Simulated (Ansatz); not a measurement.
Relaxation of AlH₆NO₂ (10 atoms, charge 0, multiplicity 1), to a largest force component of 0.03 eV/Å in at most 50 steps.

Level of theory: RHF/cc-pVDZ (Ansatz).

```xyz
10
Properties=species:S:1:pos:R:3:forces:R:3
Al 0.039 -0.401 0.131 0.02 0.04 -0.03
H -0.207 -0.304 1.671 -0.03 -0.48 0.06
O 1.644 -0.518 -0.448 -0.03 0.01 -0.02
H 1.884 -0.599 -1.358 0.01 0.01 0.03
O -1.235 -0.399 -1.012 0.03 0.01 -0.02
H -2.161 -0.393 -0.840 -0.04 0.00 0.00
N 0.023 2.486 1.307 -0.08 -0.91 0.36
H 0.942 2.535 0.898 -0.01 -0.01 0.00
H -0.660 2.573 0.573 0.00 0.00 0.01
H -0.084 1.566 1.755 0.12 1.32 -0.39
```

**Question.** Where does it end, and by what steps?

**Answer.** It converged. After 17 steps the energy has fallen by 1.253 eV; N7 moved furthest, 0.71 Å. Joined: Al1–N7 (3.12 → 2.08 Å).

| step | energy less start (eV) | largest force component (eV/Å) | accepted |
| --- | --- | --- | --- |
| 0 | 0.0000 | 1.324 | yes |
| 1 | -0.1144 | 0.525 | yes |
| 2 | -0.1609 | 0.505 | yes |
| 3 | -0.1821 | 0.557 | yes |
| 4 | -0.2282 | 0.326 | yes |
| 5 | -0.2298 | 0.325 | yes |
| 6 | -0.2507 | 0.702 | yes |
| 7 | -0.2600 | 0.556 | yes |
| 8 | -0.2775 | 0.555 | yes |
| 9 | -0.3157 | 2.100 | yes |
| 10 | -0.6078 | 2.292 | yes |
| 11 | -0.5699 | 6.196 | no |
| 12 | -1.0074 | 0.874 | yes |
| 13 | -1.1756 | 0.307 | yes |
| 14 | -1.2140 | 0.409 | yes |
| 15 | -1.2498 | 0.203 | yes |
| 16 | -1.2432 | 0.371 | no |
| 17 | -1.2533 | 0.023 | yes |

```xyz
10
Properties=species:S:1:pos:R:3
Al 0.009 -0.104 0.331
H -0.230 -0.913 1.683
O 1.604 -0.163 -0.371
H 1.778 -0.420 -1.261
O -1.326 0.079 -0.781
H -2.049 -0.520 -0.856
N 0.088 1.884 0.929
H 1.020 2.238 0.776
H -0.545 2.403 0.337
H -0.166 2.063 1.888
```

Whether the end is a true minimum wasn't checked by a vibrational analysis.

Time of the run: 29 s on 1 thread of Arm Neoverse V2 (shared host), peak memory 0.16 GiB.
